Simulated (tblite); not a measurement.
C5H9ClSi.
Geometry (GFN2-xTB, Å), atoms numbered from 1 in this order:
```xyz
16
C5H9ClSi angstrom
C     -1.5100    2.1049   -0.4473
C     -1.1518    0.9953   -0.1702
C     -0.7175   -0.3241    0.1926
C     -1.5957   -1.3834   -0.4517
Cl    -0.8973   -0.4688    2.0050
Si     1.1674   -0.5842   -0.1452
C      2.1294    0.7804    0.7427
H     -1.8303    3.0704   -0.7032
H     -2.6417   -1.2392   -0.1837
H     -1.2855   -2.3758   -0.1333
H     -1.5007   -1.3159   -1.5341
H      1.4929   -1.9202    0.3596
H      1.3519   -0.5176   -1.6014
H      1.9632    0.7439    1.8156
H      1.8224    1.7628    0.3939
H      3.1958    0.6804    0.5674
```

Method: GFN2-xTB as coded in tblite; computed harmonic values from a numerical Hessian at the method's own geometry, unscaled. Against measured fundamentals such values can be off by several per cent, at times by over 20. Modes of hydrogen on silicon can be 10 to 20 % off. One conformer, not necessarily the lowest.

Harmonic wavenumbers (cm⁻¹): 55.3, 101.9, 122.5, 133.1, 141.8, 201.0, 225.7, 253.7, 303.3, 398.1, 429.2, 463.2, 518.6, 582.3, 621.6, 664.9, 683.3, 734.8, 758.2, 782.4, 828.6, 843.4, 928.3, 1046.6, 1120.8, 1170.1, 1366.6, 1402.6, 1471.4, 1475.6, 1480.9, 1491.0, 2218.3, 2258.4, 2268.1, 3014.5, 3022.3, 3034.9, 3036.0, 3039.6, 3049.5, 3395.0.

A = 1860, B = 1476, C = 1295 MHz; mass 132.016 u (most abundant isotopes); point group C1, symmetry number 1.

Question: What is the zero-point energy?

Answer: ½Σν̃ = 25569 cm⁻¹ = 73.11 kcal/mol.

Question: Give the ideal-gas entropy at 350 K and 1 bar in the rigid-rotor, harmonic-oscillator model (classical rotation).

Answer: Translation 41.37, rotation 29.37, vibration 35.50: S = 106.2 cal/(mol K).

Question: And Cp and H(350 K) − H(0)?

Answer: Cp = 43.19 cal/(mol K), of which vibrations give 35.24 (their classical limit is 42 R = 83.5); H(350 K) − H(0) = 9.37 kcal/mol without the zero-point energy, 6.59 from vibrations.

Question: Which modes carry the vibrational entropy at 350 K?

Answer: 55.3 cm⁻¹: 4.94; 101.9 cm⁻¹: 3.73; 122.5 cm⁻¹: 3.37; 133.1 cm⁻¹: 3.21; 141.8 cm⁻¹: 3.09; 201.0 cm⁻¹: 2.42 cal/(mol K); the other 36 give 14.75 together.

Question: How do the functions run with temperature in this model?

Answer: 
```
T (K)  S (cal/(mol K))  Cp (cal/(mol K))  H − H(0) (kcal/mol)  G − H(0) (kcal/mol)  ln q(vib)
  100             68.9              19.7                 1.31                -5.58       1.49
  200             85.9              30.2                 3.82               -13.36       4.25
  300             99.9              39.3                 7.31               -22.66       7.03
  500            123.3              52.6                16.59               -45.07      12.33
  800            151.0              65.1                34.41               -86.40      19.44
 1000            166.2              70.7                48.01              -118.15      23.66
```

q(vib) and H(0) count from the zero-point level.

Question: What must be added to the electronic energy to get the Gibbs energy at 350 K and 1 bar?

Answer: ZPE + [H(350 K) − H(0)] − T·S = 73.11 + 9.37 − 37.18 = 45.30 kcal/mol.

Hindered rotation and anharmonicity are outside this model. Other conformers, if any are populated, would add a mixing term that is left out. The structure is chiral; the term R ln 2 for an equal mix with its mirror image is left out.

The run took 0.99 s on Arm Neoverse N1, one thread, no GPU (shared host). This covers the Hessian and the dipole derivatives.
